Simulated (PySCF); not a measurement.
Cl2MoO2, charge +1, doublet (typed; the unrestricted solution is spin-contaminated), at a GFN2-xTB geometry (such geometries of metal compounds can be far from the true shape) (the multiplicity is a formal guess) (all electrons, no relativity); HF/3-21G in PySCF.

PySCF was given this input:
```python
from pyscf import gto, scf

mol = gto.M(
    atom='''
Mo    0.282915   -0.052327    0.093462
O     1.480408   -0.590105   -0.906962
O     0.776017    0.172766    1.652380
Cl   -0.453909    1.804449   -0.662784
Cl   -1.306904   -1.478776    0.081093
''',
    basis='3-21g',
    charge=1,
    spin=1,
    verbose=4,
)

mf = scf.UHF(mol)
mf.kernel()
mf.analyze()
```

Question: What does PySCF print? Leave out banner, timings and long lists.

Answer: 
```
PySCF version 2.14.0

[INPUT] verbose = 4
[INPUT] num. atoms = 5
[INPUT] num. electrons = 91
[INPUT] charge = 1
[INPUT] spin (= nelec alpha-beta = 2S) = 1
[INPUT] symmetry False subgroup None
[INPUT] Mole.unit = angstrom
[INPUT] Symbol           X                Y                Z      unit          X                Y                Z       unit  Magmom
[INPUT]  1 Mo     0.282915000000  -0.052327000000   0.093462000000 AA    0.534631866531  -0.098883698920   0.176617583054 Bohr   0.0
[INPUT]  2 O      1.480408000000  -0.590105000000  -0.906962000000 AA    2.797565672615  -1.115136834736  -1.713909785388 Bohr   0.0
[INPUT]  3 O      0.776017000000   0.172766000000   1.652380000000 AA    1.466459598007   0.326480423637   3.122545653709 Bohr   0.0
[INPUT]  4 Cl    -0.453909000000   1.804449000000  -0.662784000000 AA   -0.857763695475   3.409914415745  -1.252480239744 Bohr   0.0
[INPUT]  5 Cl    -1.306904000000  -1.478776000000   0.081093000000 AA   -2.469690631099  -2.794481639580   0.153243560619 Bohr   0.0

nuclear repulsion = 718.761623945172
number of shells = 38
number of NR pGTOs = 165
number of NR cGTOs = 80
basis = 3-21g
ecp = {}

******** <class 'pyscf.scf.uhf.UHF'> ********
method = UHF
initial guess = minao
damping factor = 0
level_shift factor = 0
DIIS = <class 'pyscf.scf.diis.CDIIS'>
diis_start_cycle = 1
diis_space = 8
diis_damp = 0
SCF conv_tol = 1e-09
SCF conv_tol_grad = None
SCF max_cycles = 50
direct_scf = True
direct_scf_tol = 1e-13
number electrons alpha = 46  beta = 45
Set gradient conv threshold to 3.16228e-05
init E= -5013.35760019157

cycle= 1 E= -5018.65250443306  delta_E= -5.29  |g|= 1.18  |ddm|= 2.11
cycle= 2 E= -5016.76238027247  delta_E= 1.89  |g|= 2.59  |ddm|= 2.76
cycle= 3 E= -5019.59524198377  delta_E= -2.83  |g|= 0.222  |ddm|= 1.54
cycle= 4 E= -5019.63433773094  delta_E= -0.0391  |g|= 0.0774  |ddm|= 0.231
cycle= 5 E= -5019.64555734294  delta_E= -0.0112  |g|= 0.056  |ddm|= 0.131
cycle= 6 E= -5019.65449282019  delta_E= -0.00894  |g|= 0.0351  |ddm|= 0.134
cycle= 7 E= -5019.65999426356  delta_E= -0.0055  |g|= 0.0256  |ddm|= 0.124
cycle= 8 E= -5019.66340628192  delta_E= -0.00341  |g|= 0.018  |ddm|= 0.109
cycle= 9 E= -5019.66610391197  delta_E= -0.0027  |g|= 0.00894  |ddm|= 0.154
cycle= 10 E= -5019.66658334518  delta_E= -0.000479  |g|= 0.00467  |ddm|= 0.0555
cycle= 11 E= -5019.66674232766  delta_E= -0.000159  |g|= 0.00288  |ddm|= 0.0478
cycle= 12 E= -5019.6667718334  delta_E= -2.95e-05  |g|= 0.00165  |ddm|= 0.0144
cycle= 13 E= -5019.66678303781  delta_E= -1.12e-05  |g|= 0.00104  |ddm|= 0.00931
cycle= 14 E= -5019.66678983763  delta_E= -6.8e-06  |g|= 0.000676  |ddm|= 0.0062
cycle= 15 E= -5019.66679190859  delta_E= -2.07e-06  |g|= 0.000494  |ddm|= 0.00284
cycle= 16 E= -5019.66679344694  delta_E= -1.54e-06  |g|= 0.00026  |ddm|= 0.00362
cycle= 17 E= -5019.66679388611  delta_E= -4.39e-07  |g|= 0.000126  |ddm|= 0.00202
cycle= 18 E= -5019.66679395398  delta_E= -6.79e-08  |g|= 7.73e-05  |ddm|= 0.000647
cycle= 19 E= -5019.66679397817  delta_E= -2.42e-08  |g|= 5.21e-05  |ddm|= 0.000338
cycle= 20 E= -5019.66679398483  delta_E= -6.66e-09  |g|= 3.72e-05  |ddm|= 0.000146
cycle= 21 E= -5019.66679399007  delta_E= -5.25e-09  |g|= 1.75e-05  |ddm|= 0.000195
cycle= 22 E= -5019.66679399138  delta_E= -1.3e-09  |g|= 1.18e-05  |ddm|= 7.12e-05
cycle= 23 E= -5019.66679399227  delta_E= -8.95e-10  |g|= 7.28e-06  |ddm|= 7.14e-05
Extra cycle  E= -5019.6667939924  delta_E= -1.33e-10  |g|= 6.14e-06  |ddm|= 1.3e-05
converged SCF energy = -5019.6667939924  <S^2> = 1.2804725  2S+1 = 2.4742454
**** SCF Summaries ****
Total Energy =                       -5019.666793992403655
Nuclear Repulsion Energy =             718.761623945172119
One-electron Energy =                -8339.612706387411890
Two-electron Energy =                 2601.184288449836913
Two-electron Coulomb Energy =         2791.248299492046499
DFT Exchange-Correlation Energy =     -190.064011042209586
**** MO energy ****
                             alpha | beta                alpha | beta
MO #1   energy= -717.489249495057  | -717.489075333908  occ= 1 | 1
MO #2   energy= -104.374388610401  | -104.374785762975  occ= 1 | 1
MO #3   energy= -104.374231983752  | -104.374629084935  occ= 1 | 1
MO #4   energy= -103.254939345593  | -103.262722083198  occ= 1 | 1
MO #5   energy= -94.6118513792395  | -94.6180964631469  occ= 1 | 1
MO #6   energy= -94.6107544339637  | -94.6175204704759  occ= 1 | 1
MO #7   energy= -94.6086581736202  | -94.6165388454452  occ= 1 | 1
MO #8   energy= -20.9188196733303  | -20.8761010173475  occ= 1 | 1
MO #9   energy= -20.9186579826466  | -20.8759456424747  occ= 1 | 1
MO #10  energy= -19.3142504086434  | -19.3186095134694  occ= 1 | 1
MO #11  energy= -15.7917169226329  | -15.7959500405896  occ= 1 | 1
MO #12  energy= -15.7909114448221  | -15.7955845493424  occ= 1 | 1
MO #13  energy= -15.7850532812627  | -15.7917489558092  occ= 1 | 1
MO #14  energy= -10.7699951211681  | -10.7704245003486  occ= 1 | 1
MO #15  energy= -10.7694593889328  | -10.7698880153014  occ= 1 | 1
MO #16  energy= -10.031481087736   | -10.0473276375353  occ= 1 | 1
MO #17  energy= -10.0290227130164  | -10.0391316611748  occ= 1 | 1
MO #18  energy= -10.0287733621058  | -10.0368995644048  occ= 1 | 1
MO #19  energy= -10.0284260635972  | -10.036082282127   occ= 1 | 1
MO #20  energy= -10.0202962518608  | -10.0354253729362  occ= 1 | 1
MO #21  energy= -8.23294793463223  | -8.23206515386961  occ= 1 | 1
MO #22  energy= -8.23287209745776  | -8.23190465459183  occ= 1 | 1
MO #23  energy= -8.22759653223415  | -8.22901988506606  occ= 1 | 1
MO #24  energy= -8.22744531333342  | -8.22887783094332  occ= 1 | 1
MO #25  energy= -8.2273281547966   | -8.22879287226288  occ= 1 | 1
MO #26  energy= -8.22710039168008  | -8.22864210522914  occ= 1 | 1
MO #27  energy= -3.3555356931938   | -3.40915080004242  occ= 1 | 1
MO #28  energy= -2.31001382076295  | -2.36636896450159  occ= 1 | 1
MO #29  energy= -2.2549898287414   | -2.33558203574516  occ= 1 | 1
MO #30  energy= -2.2456747526466   | -2.29259951057843  occ= 1 | 1
MO #31  energy= -1.68683854495171  | -1.52733254782527  occ= 1 | 1
MO #32  energy= -1.65403395029534  | -1.50195553474614  occ= 1 | 1
MO #33  energy= -1.3505283825034   | -1.35519657529525  occ= 1 | 1
MO #34  energy= -1.34347383779341  | -1.34804729701761  occ= 1 | 1
MO #35  energy= -1.04757365596022  | -0.916314826952767 occ= 1 | 1
MO #36  energy= -0.987631803611372 | -0.916195835753576 occ= 1 | 1
MO #37  energy= -0.97036187746918  | -0.88901533978113  occ= 1 | 1
MO #38  energy= -0.945076682580539 | -0.878300918209328 occ= 1 | 1
MO #39  energy= -0.938501690754151 | -0.873682736986837 occ= 1 | 1
MO #40  energy= -0.918428549662537 | -0.752418239405497 occ= 1 | 1
MO #41  energy= -0.777727953144479 | -0.745797009994959 occ= 1 | 1
MO #42  energy= -0.777378545657244 | -0.726684057192309 occ= 1 | 1
MO #43  energy= -0.747011580617875 | -0.718982917503908 occ= 1 | 1
MO #44  energy= -0.72608276992823  | -0.712447936571836 occ= 1 | 1
MO #45  energy= -0.725355815400006 | -0.701487376483863 occ= 1 | 1
MO #46  energy= -0.696347000517938 | -0.288927256082527 occ= 1 | 0
MO #47  energy= -0.267522023615478 | -0.269535819075595 occ= 0 | 0
MO #48  energy= -0.255912928552744 | -0.266478361052617 occ= 0 | 0
MO #49  energy= -0.230762188544205 | -0.245040776904454 occ= 0 | 0
MO #50  energy= -0.173636147254119 | -0.140393029968769 occ= 0 | 0
MO #51  energy= -0.150917334771359 | -0.10640660508471  occ= 0 | 0
MO #52  energy= -0.103307313204257 | -0.102239646547252 occ= 0 | 0
MO #53  energy= -0.0625759007766912 | -0.0588851013394156 occ= 0 | 0
MO #54  energy= -0.0601476444221919 | -0.0550029431815071 occ= 0 | 0

To work with the spin densities directly, `use mulliken_meta_spin()` only printing them here.

 ** Mulliken spin pop alpha/beta on meta-lowdin orthogonal AOs **
 ** Mulliken Spin Density (per AO)  **
spin_pop of  0 Mo 1s       -0.00000
spin_pop of  0 Mo 2s       -0.00000
spin_pop of  0 Mo 3s       -0.00000
spin_pop of  0 Mo 4s       -0.00005
spin_pop of  0 Mo 5s       -0.01390
spin_pop of  0 Mo 6s       -0.00170
spin_pop of  0 Mo 2px       0.00000
spin_pop of  0 Mo 2py      -0.00000
spin_pop of  0 Mo 2pz       0.00000
spin_pop of  0 Mo 3px       0.00000
spin_pop of  0 Mo 3py      -0.00000
spin_pop of  0 Mo 3pz      -0.00000
spin_pop of  0 Mo 4px       0.00017
spin_pop of  0 Mo 4py      -0.00006
spin_pop of  0 Mo 4pz       0.00084
spin_pop of  0 Mo 5px      -0.00322
spin_pop of  0 Mo 5py      -0.00671
spin_pop of  0 Mo 5pz      -0.00089
spin_pop of  0 Mo 6px      -0.00007
spin_pop of  0 Mo 6py      -0.00002
spin_pop of  0 Mo 6pz      -0.00011
spin_pop of  0 Mo 3dxy     -0.00000
spin_pop of  0 Mo 3dyz     -0.00000
spin_pop of  0 Mo 3dz^2    -0.00000
spin_pop of  0 Mo 3dxz      0.00000
spin_pop of  0 Mo 3dx2-y2   -0.00000
spin_pop of  0 Mo 4dxy     -0.09730
spin_pop of  0 Mo 4dyz     -0.16021
spin_pop of  0 Mo 4dz^2    -0.26526
spin_pop of  0 Mo 4dxz     -0.24097
spin_pop of  0 Mo 4dx2-y2   -0.23637
spin_pop of  0 Mo 5dxy     -0.00110
spin_pop of  0 Mo 5dyz     -0.00075
spin_pop of  0 Mo 5dz^2    -0.00195
spin_pop of  0 Mo 5dxz     -0.00121
spin_pop of  0 Mo 5dx2-y2   -0.00202
spin_pop of  1 O 1s       -0.00001
spin_pop of  1 O 2s        0.00533
spin_pop of  1 O 3s       -0.00098
spin_pop of  1 O 2px       0.57200
spin_pop of  1 O 2py       0.13660
spin_pop of  1 O 2pz       0.34416
spin_pop of  1 O 3px       0.00028
spin_pop of  1 O 3py      -0.00032
spin_pop of  1 O 3pz       0.00007
spin_pop of  2 O 1s       -0.00001
spin_pop of  2 O 2s        0.00533
spin_pop of  2 O 3s       -0.00098
spin_pop of  2 O 2px       0.77032
spin_pop of  2 O 2py       0.17633
spin_pop of  2 O 2pz       0.10611
spin_pop of  2 O 3px       0.00043
spin_pop of  2 O 3py      -0.00029
spin_pop of  2 O 3pz      -0.00010
spin_pop of  3 Cl 1s       -0.00000
spin_pop of  3 Cl 2s       -0.00000
spin_pop of  3 Cl 3s       -0.00312
spin_pop of  3 Cl 4s       -0.00092
spin_pop of  3 Cl 2px      -0.00000
spin_pop of  3 Cl 2py      -0.00000
spin_pop of  3 Cl 2pz      -0.00000
spin_pop of  3 Cl 3px      -0.00500
spin_pop of  3 Cl 3py      -0.01925
spin_pop of  3 Cl 3pz      -0.01109
spin_pop of  3 Cl 4px      -0.00039
spin_pop of  3 Cl 4py      -0.00077
spin_pop of  3 Cl 4pz      -0.00016
spin_pop of  4 Cl 1s       -0.00000
spin_pop of  4 Cl 2s       -0.00000
spin_pop of  4 Cl 3s       -0.00312
spin_pop of  4 Cl 4s       -0.00092
spin_pop of  4 Cl 2px       0.00000
spin_pop of  4 Cl 2py      -0.00000
spin_pop of  4 Cl 2pz      -0.00000
spin_pop of  4 Cl 3px       0.02238
spin_pop of  4 Cl 3py      -0.03875
spin_pop of  4 Cl 3pz      -0.01898
spin_pop of  4 Cl 4px      -0.00047
spin_pop of  4 Cl 4py      -0.00072
spin_pop of  4 Cl 4pz      -0.00014
 ** Mulliken Spin Density (per atom)  **
spin density of  0 Mo =     -1.03285
spin density of  1 O =      1.05713
spin density of  2 O =      1.05712
spin density of  3 Cl =     -0.04070
spin density of  4 Cl =     -0.04070
 ** Mulliken pop alpha/beta on meta-lowdin orthogonal AOs **
 ** Mulliken pop       alpha | beta **
In total            46.00000 | 45.00000
 ** Mulliken atomic charges   ( Nelec_alpha | Nelec_beta ) **
charge of  0Mo =      1.32801  (    19.81957     20.85242 )
charge of  1O =     -0.05973  (     4.55843      3.50130 )
charge of  2O =     -0.05973  (     4.55843      3.50130 )
charge of  3Cl =     -0.10427  (     8.53179      8.57249 )
charge of  4Cl =     -0.10427  (     8.53179      8.57249 )

WARN: System has nonzero charge 1; the dipole moment is origin-dependent.
Location of origin: [0. 0. 0.]

Dipole moment(X, Y, Z, Debye):  1.62036, -0.29970,  0.53528
```
